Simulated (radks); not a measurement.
Results of a calculation; reference values are marked as such.
All-electron atom: the technetium ion Tc+ in [Kr] 4d6 (not the ground configuration). Level of theory: Dirac Kohn-Sham, BLYP, spin-unpolarised, spherical densities, finite nucleus; open shells are shared between the two j in proportion to 2j + 1; Fermi nuclear charge, rms radius 4.4112 fm (a radial shooting solver on a logarithmic mesh with Libxc functionals). Some entries of the table are withheld. Estimate them.

| orbital | occ. | eigenvalue (eV) | <r^2> (bohr^2) |
|---|---|---|---|
| 1s1/2 | 2 | -20865.42 | (1) |
| 2s1/2 | 2 | -2979.413 | 0.02632 |
| 2p1/2 | 2 | -2748.081 | 0.01983 |
| 2p3/2 | 4 | -2629.751 | 0.02118 |
| 3s1/2 | 2 | -521.8255 | 0.1977 |
| 3p1/2 | 2 | -432.9178 | 0.1950 |
| 3p3/2 | 4 | -413.1357 | 0.2050 |
| 3d3/2 | 4 | -255.7205 | 0.1894 |
| 3d5/2 | 6 | -251.9180 | 0.1926 |
| 4s1/2 | 2 | -77.3591 | 1.277 |
| 4p1/2 | 2 | -51.4929 | 1.542 |
| 4p3/2 | 4 | -48.5668 | 1.627 |
| 4d3/2 | 2.4 | -11.6010 | 3.776 |
| 4d5/2 | 3.6 | -11.3313 | 3.880 |
| 5s1/2 | 0 | -10.3185 | 11.29 |
| 5p1/2 | 0 | (2) | 18.07 |
| 5p3/2 | 0 | (3) | 18.95 |

Answer. 
(1) 1s1/2 <r^2> (bohr^2): 0.001586
(2) 5p1/2 eigenvalue (eV): -6.2917
(3) 5p3/2 eigenvalue (eV): -6.0965
